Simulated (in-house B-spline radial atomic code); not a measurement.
Checks on a self-consistent run for Nb3+, [Ar] (3d3/2)3 (3d5/2)6 4s2 4p6 (4d5/2)2 (6p1/2)1. Level of theory: Dirac-Hartree-Fock, average of the jj configuration, Fermi nucleus of rms radius 4.324 fm; calculated with an all-electron radial atomic-structure program (B-spline basis).

```tsv
orbital	q	ε (Eh)	<1/r>	<r²>	small-component weight
1s1/2	2	-704.47348	42.4007	0.00175652	0.022329
2s1/2	2	-103.48038	9.65544	0.0292358	0.0045844
2p1/2	2	-94.79360	9.59771	0.0222146	0.0045588
2p3/2	4	-91.32439	9.16138	0.0236119	0.0044137
3s1/2	2	-20.27129	3.32323	0.218209	0.0012347
3p1/2	2	-16.85928	3.21088	0.217339	0.0011729
3p3/2	4	-16.38401	3.11702	0.226489	0.0011432
3d3/2	3	-10.60385	2.91572	0.212704	0.0010207
3d5/2	6	-10.53058	2.89266	0.215316	0.0010123
4s1/2	2	-4.36195	1.21257	1.39852	0.00027446
4p1/2	2	-3.23373	1.11142	1.63616	0.0002386
4p3/2	4	-3.20277	1.08298	1.70517	0.00023024
4d5/2	2	-1.74515	0.843932	2.73192	0.00014994
6p1/2	1	-0.50259	0.225451	37.943	1.9753e-05
```

Electron-electron repulsion V_ee = 1370.4622 hartree.

What total energy follows from the eigenvalues?

The eigenvalues count the repulsion twice, so E = Σqε - V_ee = -2437.580 - 1370.462 = -3808.042 hartree; the run printed -3808.042.

Does the Dirac virial theorem hold?

For a point nucleus E = -2c²Σq·w, with w the small-component weight. Here Σq·w = 0.10139 and c = 137.0360, so the ratio E/(-2c²Σq·w) is 1.000024; the finite nucleus accounts for the departure from 1.

What diamagnetic shielding (Lamb formula) and susceptibility (Langevin formula) do the radii give?

σ = (α²/3)Σq<1/r> = 222.486/(3·137.036²) = 3949.2 ppm, and χ = -0.79199×10⁻⁶·Σq<r²> = -47.68×10⁻⁶ cm³/mol with Σq<r²> = 60.205 bohr². Both are non-relativistic formulas without the paramagnetism of open shells.
